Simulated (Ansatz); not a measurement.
ClH9O3Si3Ti, SMILES `[SiH3][O][Ti]([Cl])([O][SiH3])[O][SiH3]` at its PBE0-D4/def2-TZVP geometry, where that method's forces vanish. Total charge 0; spin multiplicity 1.

```xyz
17

Si   -1.0712   -2.9312    0.7380
O    -0.9950   -1.3535    0.2853
Ti   -0.8384    0.3460   -0.1957
Cl   -2.8373    1.1703   -0.6598
O     0.1977    0.4592   -1.6303
Si    1.2199    0.5287   -2.9149
O    -0.1099    1.2693    1.1314
Si    0.6214    2.0848    2.3562
H    -0.5101   -3.0737    2.1054
H    -0.2791   -3.7506   -0.2140
H    -2.4879   -3.3724    0.7257
H     2.4010    1.3531   -2.5543
H     1.6594   -0.8461   -3.2634
H     0.5116    1.1390   -4.0669
H     1.8902    2.6753    1.8597
H     0.9108    1.1414    3.4657
H    -0.2833    3.1605    2.8319
```

Problem. What forces (eV/Å) does PBE-D4/def2-TZVPP give on these atoms in Ansatz 0.2.0? (An estimate is asked.)

Solution. Ansatz gave: 
```
Si1 -0.006 -0.281  0.081
O2  -0.034 -0.154  0.042
Ti3 -0.324  0.133 -0.075
Cl4 -0.272  0.112 -0.063
O5   0.077  0.020 -0.143
Si6  0.186  0.009 -0.222
O7   0.050  0.096  0.122
Si8  0.136  0.141  0.217
H9   0.060 -0.026  0.152
H10  0.085 -0.099 -0.101
H11 -0.156 -0.055  0.001
H12  0.136  0.093  0.031
H13  0.054 -0.152 -0.048
H14 -0.075  0.068 -0.134
H15  0.142  0.070 -0.046
H16  0.035 -0.097  0.129
H17 -0.096  0.122  0.058
```
